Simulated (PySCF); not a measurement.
InF, SMILES [In][F] (connectivity only; charge and spin as stated), neutral, multiplicity 1.

The structure is a stationary point at B3LYP-D3(BJ)/def2-TZVP. The def2 effective core potentials stand for the cores of In; spin–orbit coupling is left out.

Calculation: PBE/def2-TZVPD run with PySCF.

### Question
Estimate the frontier levels, gap, dipole moment and polarisability. (Estimate from the structure and the level; the computed values follow.)

### Answer

```
Property                                                                                                       Result
---------------------------------------------------------------------------------------------  ----------------------
highest occupied level                                                                                       -6.55 eV
lowest empty level                                                                                           -2.29 eV
orbital gap                                                                                                   4.27 eV
dipole moment                                                                                                  3.27 D
quadrupole, principal values (traceless, Buckingham form, about the centre of nuclear charge)   -9.50, 4.75, 4.75 D·Å
mean static polarisability                                                                       41.7 bohr³ (6.18 Å³)
polarisability, principal values                                                               38.9, 38.9, 47.3 bohr³
```
